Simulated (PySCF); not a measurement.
Species: C4H9NSSi2.
SMILES with atom numbers: `[SiH3:1][N:2]([SiH3:3])[c:4]1[cH:5][cH:6][cH:7][s:8]1` (hydrogens: H9, H10, H11 on Si1; H12, H13, H14 on Si3; H15 on C5; H16 on C6; H17 on C7)

The same species was optimised twice, with GFN2-xTB and with PBE0-D3(BJ)/def2-SVP (PySCF), and the same property calculations (PySCF, gas phase) were run on both structures.

```json
{"coordinate": "N2–C4 (Å)", "GFN2-xTB": "1.373", "PBE0-D3(BJ)/def2-SVP": "1.395", "change": "+0.022"}
{"coordinate": "N2–Si3 (Å)", "GFN2-xTB": "1.751", "PBE0-D3(BJ)/def2-SVP": "1.768", "change": "+0.017"}
{"coordinate": "Si1–N2 (Å)", "GFN2-xTB": "1.752", "PBE0-D3(BJ)/def2-SVP": "1.768", "change": "+0.016"}
{"coordinate": "C4–C5 (Å)", "GFN2-xTB": "1.365", "PBE0-D3(BJ)/def2-SVP": "1.379", "change": "+0.014"}
{"coordinate": "C6–C7 (Å)", "GFN2-xTB": "1.353", "PBE0-D3(BJ)/def2-SVP": "1.366", "change": "+0.013"}
{"coordinate": "C5–C6 (Å)", "GFN2-xTB": "1.413", "PBE0-D3(BJ)/def2-SVP": "1.423", "change": "+0.010"}
{"coordinate": "C7–S8 (Å)", "GFN2-xTB": "1.730", "PBE0-D3(BJ)/def2-SVP": "1.724", "change": "-0.006"}
{"coordinate": "C4–S8 (Å)", "GFN2-xTB": "1.739", "PBE0-D3(BJ)/def2-SVP": "1.745", "change": "+0.006"}
{"coordinate": "Si3–N2–C4 (°)", "GFN2-xTB": "117.0", "PBE0-D3(BJ)/def2-SVP": "120.3", "change": "+3.3"}
{"coordinate": "Si1–N2–Si3 (°)", "GFN2-xTB": "125.4", "PBE0-D3(BJ)/def2-SVP": "122.7", "change": "-2.7"}
{"coordinate": "C4–S8–C7 (°)", "GFN2-xTB": "91.5", "PBE0-D3(BJ)/def2-SVP": "92.2", "change": "+0.7"}
{"coordinate": "Si1–N2–C4 (°)", "GFN2-xTB": "117.6", "PBE0-D3(BJ)/def2-SVP": "117.0", "change": "-0.6"}
{"coordinate": "C4–C5–C6 (°)", "GFN2-xTB": "113.3", "PBE0-D3(BJ)/def2-SVP": "112.8", "change": "-0.5"}
{"coordinate": "N2–C4–S8 (°)", "GFN2-xTB": "120.5", "PBE0-D3(BJ)/def2-SVP": "120.9", "change": "+0.4"}
{"coordinate": "N2–C4–C5 (°)", "GFN2-xTB": "128.9", "PBE0-D3(BJ)/def2-SVP": "128.7", "change": "-0.2"}
{"coordinate": "C5–C6–C7 (°)", "GFN2-xTB": "113.2", "PBE0-D3(BJ)/def2-SVP": "113.3", "change": "+0.1"}
{"coordinate": "Si1–N2–C4–C5 (°)", "GFN2-xTB": "6", "PBE0-D3(BJ)/def2-SVP": "8", "change": "+2"}
```

Rotational constants: A = 1979, B = 994.8, C = 673.6 MHz (GFN2-xTB) against A = 1960, B = 958.1, C = 655.3 MHz (PBE0-D3(BJ)/def2-SVP).

On the GFN2-xTB structure: isotropic polarisability (au) 121.5 [wB97X-D/def2-SVPD]; HOMO (eV) -7.63 [wB97X-D/def2-SVPD]; LUMO (eV) 1.47 [wB97X-D/def2-SVPD]; dipole (D) 0.81 [wB97X-D/def2-SVPD]; HOMO (eV) -5.89 [PBE0/pcSseg-1]; LUMO (eV) -0.22 [PBE0/pcSseg-1]; dipole (D) 0.88 [PBE0/pcSseg-1]; GIAO shielding of Si1/Si3 (mean) (ppm) 398.9 [PBE0/pcSseg-1]; GIAO shielding of N2 (ppm) 214.2 [PBE0/pcSseg-1]; GIAO shielding of C4 (ppm) 23.4 [PBE0/pcSseg-1]; GIAO shielding of C5 (ppm) 78.0 [PBE0/pcSseg-1]; GIAO shielding of C6 (ppm) 55.6 [PBE0/pcSseg-1]; GIAO shielding of C7 (ppm) 66.2 [PBE0/pcSseg-1]; GIAO shielding of S8 (ppm) 312.7 [PBE0/pcSseg-1].

Q: What do these properties become on the PBE0-D3(BJ)/def2-SVP structure?

A: 
```csv
property,level,on GFN2-xTB,on PBE0-D3(BJ)/def2-SVP,change
isotropic polarisability (au),wB97X-D/def2-SVPD,121.5,124.8,+3.3
HOMO (eV),wB97X-D/def2-SVPD,-7.63,-7.71,-0.08
LUMO (eV),wB97X-D/def2-SVPD,1.47,1.39,-0.08
dipole (D),wB97X-D/def2-SVPD,0.81,0.66,-0.15
"energy, GFN2-xTB geometry as zero (kcal/mol)",wB97X-D/def2-SVPD,0.0,-3.3,-3.3
HOMO (eV),PBE0/pcSseg-1,-5.89,-5.97,-0.08
LUMO (eV),PBE0/pcSseg-1,-0.22,-0.26,-0.04
dipole (D),PBE0/pcSseg-1,0.88,0.70,-0.18
"energy, GFN2-xTB geometry as zero (kcal/mol)",PBE0/pcSseg-1,0.0,-2.6,-2.6
GIAO shielding of Si1/Si3 (mean) (ppm),PBE0/pcSseg-1,398.9,396.7,-2.2
GIAO shielding of N2 (ppm),PBE0/pcSseg-1,214.2,211.9,-2.3
GIAO shielding of C4 (ppm),PBE0/pcSseg-1,23.4,21.8,-1.6
GIAO shielding of C5 (ppm),PBE0/pcSseg-1,78.0,73.5,-4.5
GIAO shielding of C6 (ppm),PBE0/pcSseg-1,55.6,53.1,-2.5
GIAO shielding of C7 (ppm),PBE0/pcSseg-1,66.2,64.6,-1.6
GIAO shielding of S8 (ppm),PBE0/pcSseg-1,312.7,302.4,-10.3
```

The heavy atoms differ by 0.045 Å rms after alignment. Among bonds between heavy atoms N2–C4 changes most (+0.022 Å). Changes are differences of the printed values. Neither structure is proved a minimum here.

The values belong to the conformer `[SiH3:1][N:2]([SiH3:3])[c:4]1[cH:5][cH:6][cH:7][s:8]1`: Si1–N2–C4–C5 8°.

The pairwise dispersion term of wB97X-D wasn't added to the energies; at a given geometry it leaves orbitals and properties as they are.
